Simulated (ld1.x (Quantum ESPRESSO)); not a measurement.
**selenium, ultrasoft: configuration errors across variants**

selenium, ultrasoft, made with ld1.x (Quantum ESPRESSO) 7.5 (LDA (PZ), fully relativistic). Core [Ar] 3d10, reference 4s2 4p2.5 (charge +1.5). Waves: 4s (bound): rcut 1.45, rcutus 1.70 bohr; 4s channel at -1.65 Ry: rcut 1.45, rcutus 1.70 bohr; 4p (bound): rcut 1.05, rcutus 1.30 bohr; 4p channel at -1.15 Ry: rcut 1.05, rcutus 1.30 bohr; 4d channel at 0.35 Ry: rcut 1.20, rcutus 1.35 bohr. Local part: all-electron potential smoothed inside 1.40 bohr (lloc = -2). Core correction: none. Augmentation charge: PSQ, inside the norm-conserving radii.

Open shells are filled in proportion to 2j + 1 (rel_dist='average').

All-electron excitation energies from the reference (eV): (1) 4s2 4p4 -20.029; (2) 4s2 4p3 -9.016; (3) 4s2 4p2 11.547; (4) 4s2 4p0 85.289; (5) 4s1 4p4 2.561; (6) 4s2 4p4.3 -21.667; (7) 4s2 4p1 42.709.

2 further variants failed, have other tests or too few solved ones, and are left out.

A true bound ghost makes a file unfit for plane-wave use even where its test errors are small: the radial tests pick states by their node count and pass the ghost by.

Errors AE − PS in meV (a dash: test not solved or not reliable):

```csv
change,(1),(2),(3),(4),(5),(6),(7),bound ghosts
base,+7.0,+1.3,+2.2,+182,+55,+8.7,+34,"p3/2, p1/2"
"all radii scaled by about 1.15 (s 1.96, p 1.50, d 1.56 bohr, rcut 1.68/1.22/1.38); local potential all-electron potential smoothed inside 1.62 bohr (lloc = -2)",+11,+2.0,+3.2,–,–,–,–,none
"all radii scaled by about 1.25 (s 2.12, p 1.62, d 1.68 bohr, rcut 1.80/1.30/1.50); local potential all-electron potential smoothed inside 1.74 bohr (lloc = -2)",+11,+2.1,+3.4,–,–,–,–,none
```

Problem. Give the same row for: all radii scaled by about 1.35 (s 2.30, p 1.76, d 1.82 bohr, rcut 1.96/1.42/1.62); local potential all-electron potential smoothed inside 1.90 bohr (lloc = -2).

Solution. +10, +2.0, +3.1, –, –, –, –; bound ghosts: none.
